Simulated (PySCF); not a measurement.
Compound: C8H5NO.
Atom-mapped SMILES: `[N:1]#[C:2][C:3](=[O:4])[c:5]1[cH:6][cH:7][cH:8][cH:9][cH:10]1` (hydrogens: H11 on C6; H12 on C7; H13 on C8; H14 on C9; H15 on C10)

The same species was optimised twice, with GFN2-xTB and with PBE0-D3(BJ)/def2-SVP (PySCF), and the same property calculations (PySCF, gas phase) were run on both structures.

| coordinate | GFN2-xTB | PBE0-D3(BJ)/def2-SVP | change |
| --- | --- | --- | --- |
| C2–C3 (Å) | 1.459 | 1.481 | +0.022 |
| N1≡C2 (Å) | 1.145 | 1.158 | +0.013 |
| C7–C8 (Å) | 1.387 | 1.398 | +0.011 |
| C9–C10 (Å) | 1.382 | 1.392 | +0.010 |
| C6–C7 (Å) | 1.380 | 1.388 | +0.008 |
| C8–C9 (Å) | 1.387 | 1.395 | +0.008 |
| C5–C6 (Å) | 1.397 | 1.402 | +0.005 |
| C3=O4 (Å) | 1.211 | 1.207 | -0.004 |
| C5–C10 (Å) | 1.396 | 1.401 | +0.005 |
| C3–C5 (Å) | 1.473 | 1.477 | +0.004 |
| C2–C3–C5 (°) | 114.6 | 116.1 | +1.5 |
| C2–C3–O4 (°) | 120.5 | 119.1 | -1.4 |
| C3–C5–C6 (°) | 118.4 | 117.9 | -0.5 |
| N1–C2–C3 (°) | 178.1 | 178.5 | +0.4 |
| C6–C5–C10 (°) | 119.8 | 120.2 | +0.4 |
| C8–C9–C10 (°) | 120.2 | 119.9 | -0.3 |
| C5–C6–C7 (°) | 120.1 | 119.8 | -0.3 |
| C7–C8–C9 (°) | 120.3 | 120.5 | +0.2 |
| C2–C3–C5–C6 (°) | 180 | 180 | 0 |

Rotational constants: A = 2950, B = 994.3, C = 743.7 MHz (GFN2-xTB) against A = 2943, B = 973.8, C = 731.7 MHz (PBE0-D3(BJ)/def2-SVP). Point groups within 0.08 Å: Cs and Cs.

On the GFN2-xTB structure: HOMO (eV) -8.23 [PBE0/pcSseg-1]; LUMO (eV) -2.98 [PBE0/pcSseg-1]; dipole (D) 4.95 [PBE0/pcSseg-1]; GIAO shielding of N1 (ppm) -47.7 [PBE0/pcSseg-1]; GIAO shielding of C2 (ppm) 69.2 [PBE0/pcSseg-1]; GIAO shielding of C3 (ppm) 12.0 [PBE0/pcSseg-1]; GIAO shielding of O4 (ppm) -326.9 [PBE0/pcSseg-1]; GIAO shielding of C5 (ppm) 46.6 [PBE0/pcSseg-1]; GIAO shielding of C6/C10 (mean) (ppm) 49.2 [PBE0/pcSseg-1]; GIAO shielding of C7/C9 (mean) (ppm) 52.1 [PBE0/pcSseg-1]; GIAO shielding of C8 (ppm) 44.0 [PBE0/pcSseg-1].

**Question.** What do these properties become on the PBE0-D3(BJ)/def2-SVP structure?

**Answer.** 
```tsv
property	level	on GFN2-xTB	on PBE0-D3(BJ)/def2-SVP	change
HOMO (eV)	PBE0/pcSseg-1	-8.23	-8.21	+0.02
LUMO (eV)	PBE0/pcSseg-1	-2.98	-2.96	+0.02
dipole (D)	PBE0/pcSseg-1	4.95	5.04	+0.09
energy, GFN2-xTB geometry as zero (kcal/mol)	PBE0/pcSseg-1	0.0	-0.5	-0.5
GIAO shielding of N1 (ppm)	PBE0/pcSseg-1	-47.7	-49.7	-2.0
GIAO shielding of C2 (ppm)	PBE0/pcSseg-1	69.2	66.6	-2.6
GIAO shielding of C3 (ppm)	PBE0/pcSseg-1	12.0	12.9	+0.9
GIAO shielding of O4 (ppm)	PBE0/pcSseg-1	-326.9	-317.6	+9.3
GIAO shielding of C5 (ppm)	PBE0/pcSseg-1	46.6	46.2	-0.4
GIAO shielding of C6/C10 (mean) (ppm)	PBE0/pcSseg-1	49.2	47.2	-2.0
GIAO shielding of C7/C9 (mean) (ppm)	PBE0/pcSseg-1	52.1	49.8	-2.3
GIAO shielding of C8 (ppm)	PBE0/pcSseg-1	44.0	41.7	-2.3
```

The heavy atoms differ by 0.026 Å rms after alignment. Among bonds between heavy atoms C2–C3 changes most (+0.022 Å). Changes are differences of the printed values. Neither structure is proved a minimum here.

The values belong to the conformer `[N:1]#[C:2][C:3](=[O:4])[c:5]1[cH:6][cH:7][cH:8][cH:9][cH:10]1`: C2–C3–C5–C6 180°.
